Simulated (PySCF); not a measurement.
molecular hydrogen (H2), SMILES [H][H]. Atoms are numbered in the order given.

```xyz
2

H      0.0000     0.0000    -0.3720
H      0.0000     0.0000     0.3720
```
Charge 0, spin multiplicity 1.

Geometry optimised at B3LYP-D3(BJ)/def2-TZVPD.

Level of theory: TDA-LC-ωPBE/def2-TZVPD (PySCF).

Vertical excitations; the highest root listed may be one member of a degenerate set. The molecule is in vacuum. State labels are in the subgroup D2h.

Computed excitation energies, oscillator strengths and character:
```
state  symmetry  energy (eV)  λ (nm)      f                        main pairs
-----  --------  -----------  ------  -----  --------------------------------
S1          B1u        12.63      98  0.396                    HOMO→LUMO 99 %
S2          B3u        13.71      90  0.387      HOMO→LUMO+2 (degenerate set)
S3          B2u        13.71      90  0.387      HOMO→LUMO+1 (degenerate set)
S4           Ag        15.64      79  0.000                  HOMO→LUMO+3 99 %
S5          B2g        17.22      72  0.000      HOMO→LUMO+4 (degenerate set)
S6          B3g        17.22      72  0.000      HOMO→LUMO+5 (degenerate set)
S7          B1u        18.97      65  0.296                 HOMO→LUMO+6 100 %
S8           Ag        19.63      63  0.000                  HOMO→LUMO+7 99 %
S9          B1u        31.33      40  0.126                  HOMO→LUMO+8 99 %
S10         B3u        46.88      26  0.393                HOMO→LUMO+10 100 %
T1          B1u        10.22     121      0  HOMO→LUMO 84 %, HOMO→LUMO+6 15 %
T2          B3u        12.55      99      0      HOMO→LUMO+2 (degenerate set)
T3          B2u        12.55      99      0      HOMO→LUMO+1 (degenerate set)
T4           Ag        13.88      89      0                  HOMO→LUMO+3 95 %
```
Triplets are in the Tamm–Dancoff approximation.
